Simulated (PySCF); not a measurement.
Species: C3H11N2Si (doublet state).
Geometry (GFN2-xTB, Å), atoms numbered from 1 in this order:
```
atom  x, y, z in Å
C1     2.2847   -0.1815   -0.6384
C2     1.6202    0.5966    0.4971
N3     0.5629   -0.0239    1.1605
Si4   -0.6174   -1.1447    0.7484
N5    -2.0866   -0.2390    0.4163
C6    -2.1655    0.6917   -0.6701
H7     3.1262    0.3786   -1.0398
H8     1.5690   -0.3685   -1.4350
H9     2.6403   -1.1393   -0.2668
H10    1.2608    1.5664    0.1063
H11    2.3720    0.8569    1.2595
H12   -0.5184   -1.9991   -0.4414
H13   -0.9167   -1.8920    1.9640
H14   -2.5695    0.1080    1.2314
H15   -1.6520    1.6380   -0.4573
H16   -3.2107    0.9192   -0.8943
H17   -1.7062    0.2447   -1.5502
```

The hyperfine couplings belong to this conformer and change with its torsions.

As a line formula: `CC[N][SiH2]NC` [radical].

Theory: PySCF, UKS B3LYP, pcH-1 on C H N Si, non-relativistic, mean-field spin-orbit, GIAO. Geometry: GFN2-xTB, one conformer, isolated molecule. Couplings are sensitive to structure, and on GFN2-xTB geometries they can be far from those on DFT ones. The SCF solution wasn't tested for stability.

(1) Break the g tensor into its mass correction, gauge correction and orbital-Zeeman/spin–orbit terms.

(2) How much does each term add to the isotropic shift?

(3) What effective moment and Curie constant follow for a powder?

(4) What are the electron Larmor frequencies g μB B/h along the three axes at 350 mT?

(5) In a frozen sample, at which fields do the three g values resonate at 9.5, 34, 94 and 263 GHz (hyperfine left aside), and which band first spreads them over more than twice a line width of 0.3 mT?

## Answers

(1) 
```csv
Δg (ppt),1,2,3
relativistic mass correction,-0.20,-0.20,-0.20
gauge correction,0.00,0.04,0.03
orbital Zeeman/spin–orbit,0.06,1.60,8.35
total,-0.14,1.44,8.18
```

So g = 2.00218, 2.00376, 2.01050 and g_iso = 2.00548; the tensor is rhombic: the two nearest values differ by 19 % of g3 − g1. 

(2) The orbital-Zeeman/spin–orbit term 3.34, the mass correction -0.20 and the gauge correction 0.02 ppt, for a total of 3.16 ppt. The orbital-Zeeman/spin–orbit term is the largest in size. The mass correction is the same along every axis, so the anisotropy comes from the other two: their spans along these axes are 0.05 (gauge) and 8.28 ppt (orbital Zeeman/spin–orbit).

(3) With the mean of g² = 4.0220 and S(S+1) = 0.75: μ_eff = √(⟨g²⟩S(S+1)) = 1.737 μB and χT = 0.12505·⟨g²⟩·S(S+1) = 0.377 cm³ K/mol (cgs; spin-Hamiltonian part alone).

(4) 9.8080, 9.8158, 9.8488 GHz for g1, g2 and g3, a range of 40.8 MHz.

(5) 
| band | GHz | B(g3) mT | B(g2) mT | B(g1) mT | spread mT |
| --- | --- | --- | --- | --- | --- |
| X | 9.5 | 337.60 | 338.74 | 339.01 | 1.40 |
| Q | 34.0 | 1208.27 | 1212.33 | 1213.29 | 5.02 |
| W | 94.0 | 3340.51 | 3351.75 | 3354.39 | 13.88 |
| J | 263.0 | 9346.32 | 9377.76 | 9385.16 | 38.84 |

The spread grows in proportion to the frequency. X band is the first where it exceeds 0.6 mT.

The Mulliken spin populations are largest on N3 (+0.82), N5 (+0.12), H10 (+0.08) and C2 (-0.07). No atom but N3 exceeds +0.15. The positive populations add up to 1.10 and the negative ones to -0.10, together 2S = 1.

The HOMO–LUMO gaps are 7.07 eV among the α and 3.12 eV among the β orbitals.
